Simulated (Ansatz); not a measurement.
Saddle point of Si2H7OF, singlet (SiH₃OF ([OH][SiH2][F]) + SiH₄ → Si₂H₆O ([OH][SiH2][SiH3]) + HF; bonds formed: Si1–Si7, F2–H6; bonds broken: Si1–F2, H6–Si7), PBE0-D4/def2-TZVP structure:

```tsv
atom	x (Å)	y (Å)	z (Å)
Si1	-0.8410	0.1446	0.5725
F2	-0.0402	-1.6924	0.8084
H3	-2.0861	-0.5236	0.1461
H4	-0.9114	1.5476	0.0569
O5	-0.5373	0.4381	2.1497
H6	0.3981	-0.9986	-0.0535
Si7	0.9121	0.2189	-1.3054
H8	-0.3380	-0.3385	2.6773
H9	-0.0858	0.6207	-2.3283
H10	1.6988	1.3846	-0.8370
H11	1.8307	-0.8013	-1.8866
```

Energies are electronic, without zero-point energy. Barriers and step energies count from the start structure reached by relaxing down the imaginary mode; all methods use the PBE0-D4 structures, on which another method's saddle can fall below an end. Ansatz 0.2.0; basis: def2-TZVPP, with def2-QZVPP for the basis limit; cores frozen in the correlated methods. B3LYP uses VWN-RPA correlation. Extrapolation: Hartree–Fock as exp(−7.88 √X), correlation as X^−2.97.

```
      method  barrier (eV)  step energy (eV)
       SPW92         2.064             1.127
      PBE-D4         2.397             1.211
     BLYP-D4             ?             1.433
   r2SCAN-D4         2.712             1.455
      B97M-V         2.903             1.480
     PBE0-D4         2.704             1.312
    B3LYP-D4         2.978             1.500
  r2SCAN0-D4         2.912             1.489
    BHLYP-D4         3.324             1.624
CAM-B3LYP-D4         3.073             1.581
     wB97X-V         2.991             1.513
     wB97M-V             ?             1.559
      B2PLYP         3.097             1.586
    PBE-QIDH             ?             1.473
  RPA on PBE         3.109             1.582
          HF         4.111             1.922
         MP2         3.096             1.597
        CCSD         3.285             1.594
     CCSD(T)         3.115             1.539
```

**Question.** Fill in the withheld barriers. (To be estimated.)

**Answer.** Computed: PBE-QIDH 2.981; wB97M-V 2.972; BLYP-D4 2.763 eV. Each is the energy of the saddle less that of the start structure, by the same method.

For comparison, the barrier by CCSD(T) at an estimated basis limit (MP2 extrapolated from triple and quadruple zeta, plus CCSD(T) − MP2 in triple zeta) is 3.079 eV.

The T1 diagnostic stays at or below 0.014.

Labels in which every atom is bracketed show which atoms are joined, not bond orders.

For scale, one of the runs: CCSD(T)/def2-TZVPP, 244 basis functions, launched by `ansatz run in.yaml --threads 4 --pin off --events-out ev --progress --plain --max-ram 9574MiB`. Hardware: 4 CPU threads of an Intel Xeon, shared host. Wall time 2.8 min; peak host memory 4.7 GiB.
